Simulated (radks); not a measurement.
Values are calculated unless marked as measured or tabulated.
Orbital eigenvalues (eV) of neutral lanthanum, [Xe] 5d1 6s2, at several levels of relativity; Dirac values are averaged over j with weights 2j + 1. Spin-unpolarised spherical Kohn-Sham, PBE, point nucleus unless stated (finite: rms radius 4.855 fm), a radial shooting solver on a logarithmic mesh with Libxc functionals. A level marked "c x" has the speed of light scaled by that factor and shares open shells by 2j + 1; other Dirac levels either fill j = l - 1/2 first or share by 2j + 1.

| shell | non-rel. | scalar-rel. | scalar-rel., finite nucleus | Dirac, low j first | change of magnitude, last against first (%) |
|---|---|---|---|---|---|
| 2s | -5714.2 | -6169.0 | -6168.5 | -6161.2 | +7.82 |
| 2p | -5398.4 | -5528.8 | -5528.8 | -5534.9 | +2.53 |
| 3s | -1221.8 | -1319.5 | -1319.4 | -1317.8 | +7.86 |
| 3p | -1086.0 | -1115.1 | -1115.1 | -1116.2 | +2.78 |
| 3d | -833.27 | -821.51 | -821.51 | -820.25 | -1.56 |
| 4s | -245.63 | -266.46 | -266.44 | -266.07 | +8.32 |
| 4p | -195.43 | -200.00 | -200.00 | -200.26 | +2.47 |
| 4d | -107.70 | -103.85 | -103.85 | -103.64 | -3.78 |
| 5s | -35.956 | -38.924 | -38.921 | -38.822 | +7.97 |
| 5p | -22.366 | -22.400 | -22.401 | -22.413 | +0.21 |
| 5d | -3.7294 | -3.0904 | -3.0908 | -3.0594 | -17.97 |
| 6s | -3.4754 | -3.6796 | -3.6794 | -3.6647 | +5.45 |
